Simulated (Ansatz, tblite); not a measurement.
Removing and adding an electron: (NaOH)2 ring (Na2O2H2). Total charge 0; singlet. Geometry: r2SCAN-D4/def2-TZVP. Ansatz, gas phase; energy differences of separate SCF runs; the oxidised species was run as a doublet alone; the reduced species was run as a doublet alone.

Cartesian coordinates in Å:
```
Na 1.318 0.202 0.472
O -0.543 0.088 1.478
Na -1.318 -0.202 -0.472
O 0.543 -0.087 -1.478
H -0.873 0.140 2.375
H 0.873 -0.141 -2.375
```

The xTB rows come from tblite. Correlated methods freeze 4 core orbitals; core or outer-core shells of Na are correlated, in sets that lack core-valence functions. In CCSD on the charge 1 doublet the largest single amplitude is 0.18, so its Hartree–Fock determinant may place the open shell otherwise than the density functionals do. HOMO above LUMO, or a gap near zero within one spin, warns that the state may not be the lowest or that an electron is smeared out.

**Question.** Estimate orbital energies and vertical ionisation energies and electron affinities at: GFN1-xTB; GFN2-xTB; HF/def2-TZVPP; PBE-D4/def2-TZVP; PBE-D4/def2-TZVPD; r2SCAN-D4/def2-TZVP; r2SCAN-D4/def2-TZVPD; PBE0-D4/def2-TZVP; PBE0-D4/def2-TZVPD; MP2/def2-TZVPP; CCSD/def2-TZVPP; CCSD(T)/def2-TZVPP.

**Answer.** 
| level | −HOMO (eV) | vertical IE (eV) | −LUMO (eV) | vertical EA (eV) | HOMO–LUMO gap (eV) | IE − EA (eV) | remarks |
| --- | --- | --- | --- | --- | --- | --- | --- |
| GFN1-xTB | 9.38 | 13.06 | 4.56 | 2.27 | 4.82 | 10.79 | – |
| GFN2-xTB | 8.38 | 12.24 | 7.56 | 3.54 | 0.82 | 8.70 | – |
| HF/def2-TZVPP | – | 6.98 | – | – | – | – | – |
| PBE-D4/def2-TZVP | 4.32 | 7.66 | 1.11 | – | 3.21 | – | – |
| PBE-D4/def2-TZVPD | 4.52 | – | 1.14 | 0.10 | 3.38 | – | HOMO above zero (-1 doublet), gap within one spin near zero (-1 doublet) |
| r2SCAN-D4/def2-TZVP | 4.55 | 7.72 | 0.49 | – | 4.06 | – | – |
| r2SCAN-D4/def2-TZVPD | 4.73 | – | 0.51 | -0.04 | 4.21 | – | HOMO above zero (-1 doublet), gap within one spin near zero (-1 doublet) |
| PBE0-D4/def2-TZVP | 5.85 | 8.01 | 0.54 | – | 5.31 | – | – |
| PBE0-D4/def2-TZVPD | 6.01 | – | 0.57 | -0.01 | 5.44 | – | HOMO above zero (-1 doublet) |
| MP2/def2-TZVPP | – | 9.01 | – | – | – | – | – |
| CCSD/def2-TZVPP | – | 8.62 | – | – | – | – | – |
| CCSD(T)/def2-TZVPP | – | 8.71 | – | – | – | – | – |

   A HOMO above zero means that the electron is unbound at that level or that self-interaction error raises the level; the energy of removing that electron tells which. Raw xTB energy differences between charge states are shifted by several eV; the methods need an empirical correction for them. A negative affinity means that the extra electron isn't bound; its size then hangs on the basis.
